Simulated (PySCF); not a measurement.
**Constants of BeSi, step by step**

State: ³Σ⁻, triplet, unpaired electrons π ↑↑. De refers to Be + Si. ROHF-based CCSD(T) in PySCF 2.14 with Be cc-pVTZ, Si cc-pV(T+d)Z and Be cc-pVQZ, Si cc-pV(Q+d)Z (frozen core orbitals: 6; no relativity). Correlation energies are extrapolated as n⁻³ (n = 3, 4), Hartree–Fock as (n+1)·exp(−9√n). CV is the change on freezing 1 orbitals instead, in Be cc-pCVTZ, Si cc-pwCVTZ. SR is the spin-free X2C energy in Be cc-pVTZ-DK, Si cc-pVTZ-DK less the non-relativistic one in Be cc-pVTZ, Si cc-pVTZ.

| Level | Re (Å) | ωe (cm⁻¹) | ωexe (cm⁻¹) | αe (cm⁻¹) | De (eV) |
| --- | --- | --- | --- | --- | --- |
| CCSD(T)/TZ | 2.1344 | 570.6 | 5.65 | 0.00643 | 1.266 |
| CCSD(T)/QZ | 2.1257 | 576.0 | 5.59 | 0.00645 | 1.328 |
| HF/CBS | 2.1419 | 467.9 | n/a | n/a | 0.501 |
| MP2/CBS | 2.1004 | 647 | n/a | n/a | 1.471 |
| CCSD/CBS | 2.1259 | 550.6 | 6.15 | 0.00747 | 1.130 |
| CCSD(T)/CBS | 2.1212 | 579.4 | 5.55 | 0.00643 | 1.368 |
| CCSD(T)/CBS+CV | 2.1133 | 583.3 | 5.59 | 0.00648 | 1.381 |
| CCSD(T)/CBS+CV+SR | 2.1134 | 582.2 | 5.60 | 0.00650 | 1.376 |

Problem. How much is left between CCSD(T)/QZ and the basis-set limit, and how much do the triples give at the limit?

Solution. CCSD(T)/CBS less CCSD(T)/QZ: -4.5 mÅ in Re, +3.4 cm⁻¹ in ωe and +0.040 eV in De. CCSD(T)/CBS less CCSD/CBS: -4.7 mÅ in Re, +28.8 cm⁻¹ in ωe and +0.238 eV in De.

Problem. What do the later terms add?

Solution. CV: -7.9 mÅ in Re, +3.9 cm⁻¹ in ωe and +0.013 eV in De; SR: +0.1 mÅ in Re, -1.1 cm⁻¹ in ωe and -0.005 eV in De, each against the row above.

The T1 diagnostic is 0.042, large enough to doubt a single reference. The state was picked by a PBE0 search and need not be the measured ground state. Spin–orbit coupling, excitations beyond (T) and corrections to the Born–Oppenheimer picture are left out.

The whole job (state search and all basis sets along the bond) took about 15 min on 4 threads of Arm Neoverse V2 (shared host), peak memory 9.2 GiB.
